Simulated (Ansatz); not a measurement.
`[CH3][Mg][Cl]` + `O[SiH3]` → `[SiH3][O][Mg][Cl]` + CH₄ at 500 K and 1 bar (ligand exchange at a Mg–C bond).

Calculated with Ansatz (gas phase, PBE0-D4/def2-TZVP geometries, no zero-point term in ΔE). CCSD(T)/CBS adds triple-zeta CCSD(T) − MP2 to the extrapolated MP2 energy (def2 sets, frozen cores). This one scheme is used for every species. For Mg outer-core shells are correlated without core-valence functions, which leaves a few kJ/mol of doubt a bond. Each species was taken in one conformer, which may not be the lowest.

```csv
species,CCSD(T)/CBS energy (Eh),H − E (kJ/mol),S (J/(mol·K))
`[CH3][Mg][Cl]`,-699.60606,125.7,330.1
`O[SiH3]`,-366.69042,127.5,292.9
`[SiH3][O][Mg][Cl]`,-1025.89888,120.6,392.0
CH₄,-40.46206,135.6,206.8
```

H − E and S are ideal-gas, rigid-rotor, harmonic terms from PBE0-D4/def2-TZVP, for one conformer and one mirror image of each species. 1 Eh = 2625.50 kJ/mol, R = 8.31446 J/(mol·K).

Problem. By hand: ΔE, ΔH, ΔS and ΔG.

Solution. ΔE = (-1025.89888) + (-40.46206) − (-699.60606) − (-366.69042) = -0.06446 Eh = -169.2 kJ/mol. Δ(H − E) = 120.6 + 135.6 − 125.7 − 127.5 = 3.0, so ΔH = -166.2 kJ/mol. ΔS = 392.0 + 206.8 − 330.1 − 292.9 = -24.2 J/(mol·K). ΔG = -166.2 − 500 × (-24.2)/1000 = -154.1 kJ/mol.

Problem. By hand: the equilibrium constant, and the temperature at which ΔG would vanish if ΔH and ΔS stayed fixed.

Solution. log₁₀ K = −ΔG/(RT ln 10) = 16.1. ΔG = 0 at ΔH/ΔS = 6868 K, far beyond where these terms or the molecules hold.

ΔH outweighs TΔS. A doubt of 5 kJ/mol in ΔE shifts log₁₀ K by 0.5 here. Other conformers and mirror images would add mixing entropy, several J/(mol·K) or more a flexible species. Modes under 60 cm⁻¹, often nearly free rotors, make the harmonic entropy too high. These are equilibria of isolated gas molecules and say nothing of rates. Largest T1 diagnostic: 0.011 (customary marks: 0.02 for closed shells, 0.045 for open ones).
